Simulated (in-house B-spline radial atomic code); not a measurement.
Configurations of Cd, with energies counted from [Kr] 4d10 5s2. Computed with a radial B-spline atomic code at the basis-set limit: Dirac-Hartree-Fock, average of configuration, Fermi nucleus of rms radius 4.6087 fm. Energies include first-order Breit, QED and recoil terms.

Occupations are held fixed; configurations that lie above the ionisation limit could autoionise.

```
                 configuration  E - E(ref) (eV)  highest orbital  its <r> (bohr)
             [Kr] 4d10 5s1 5f1           6.7975            5f5/2           31.46
             [Kr] 4d10 5s1 7f1           7.0642            7f5/2           67.43
             [Kr] 4d10 5s1 9d1           7.0647            9d5/2           70.62
              [Kr] 4d9 5s2 7s1           15.205            7s1/2           17.06
              [Kr] 4d9 5s2 7p1           15.502            7p3/2            21.7
              [Kr] 4d9 5s2 8s1           15.701            8s1/2           28.68
              [Kr] 4d9 5s2 5g1           15.872            5g9/2            27.5
[Ar] 3d10 4s2 4p5 4d10 4f1 5s2            79.36            4f5/2           17.97
[Ar] 3d10 4s2 4p5 4d10 5s2 7g1           79.933            7g9/2            63.5
 [Ar] 3d9 4s2 4p6 4d10 4f1 5s2           413.25            4f5/2           17.97
 [Ar] 3d9 4s2 4p6 4d10 5s2 8p1           413.52            8p3/2           34.78
 [Ar] 3d9 4s2 4p6 4d10 5s2 9p1            413.7            9p3/2           50.94
 [Ar] 3d9 4s2 4p6 4d10 5s2 6f1           413.72            6f5/2           47.93
```

Task: Order these further configurations by energy, lowest first.
A. [Kr] 4d9 5s2 6s1
B. [Ar] 3d9 4s2 4p6 4d10 5s2 7s1
C. [Ar] 3d10 4s2 4p5 4d10 5s2 8d1
D. [Ar] 3d10 4s2 4p5 4d10 5s2 7d1
E. [Ar] 3d10 4s2 4p5 4d10 5s2 5d1

Result: A (13.902 eV), E (78.676 eV), D (79.661 eV), C (79.829 eV), B (412.88 eV).

Task: How far above the reference does [Kr] 4d9 5s2 5f1 lie?

Result: 15.871 eV; its least bound orbital is 5f5/2 with <r> = 31.44 bohr.

Task: How far above the reference does [Kr] 4d10 4f1 5s1 lie?

Result: 6.4912 eV; its least bound orbital is 4f5/2 with <r> = 17.97 bohr.

Task: How far above the reference does [Ar] 3d9 4s2 4p6 4d10 5s2 6p1 lie?

Result: 412.39 eV; its least bound orbital is 6p3/2 with <r> = 11.42 bohr.

Task: One of these lies 11.33 eV from the reference. Which?
A. [Ar] 3d10 4s2 4p5 4d10 5s2 9s1
B. [Kr] 4d10 5s1 6d1
C. [Kr] 4d9 5s2 6p1
D. [Kr] 4d9 5s2 5p1

Result: D.
